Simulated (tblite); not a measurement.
Q: Give a GFN2-xTB geometry of `CC(=O)C1=CC=C[SiH2]1`.

A: 
```xyz
16
C6H8OSi angstrom
C     -2.5561   -0.0167   -0.4636
C     -1.5252    0.0851    0.6374
O     -1.8412    0.2132    1.8057
C     -0.1196    0.0251    0.2668
C      0.4086   -0.1133   -0.9673
C      1.8560   -0.1410   -1.0363
C      2.5071   -0.0258    0.1304
Si     1.2669    0.1428    1.5540
H     -2.4158    0.7933   -1.1762
H     -3.5547    0.0438   -0.0389
H     -2.4426   -0.9623   -0.9896
H     -0.1688   -0.2023   -1.8773
H      2.3409   -0.2493   -1.9971
H      3.5827   -0.0347    0.1859
H      1.3102   -0.9952    2.4666
H      1.3438    1.4460    2.2063
```

Any rigid rotation of these coordinates is as good. Atoms count from 1 in this order. The 8 heavy atoms lie in one plane (0.000 Å rms). Si8 (SiH2 silicon) has angles from 87.9° to 114.5°. The 5-membered ring C4–C5–C6–C7–Si8 has internal angles of 87.9° to 116.2° (sum 540°, against 540° for a flat polygon); it is planar, 0.00 Å rms from its mean plane, widest ring torsion 0°. Of the pairs four or more bonds apart, C1···H12 is among the closest relative to their van der Waals radii: 2.78 Å, 96 % of the sum of Bondi's values.

Bonds between heavy atoms (Å): C1–C2 1.512, C2=O3 1.217, C2–C4 1.455, C4=C5 1.350, C5–C6 1.449, C6=C7 1.341, C7–Si8 1.896, C4–Si8 1.896.

The geometry is computed with GFN2-xTB (gas phase).

Point group: Cs (tolerance 0.08 Å). Its GFN2-xTB frequencies are all real (lowest 36 cm⁻¹). The numbers are those of one conformer (C1–C2–C4–C5 0°).
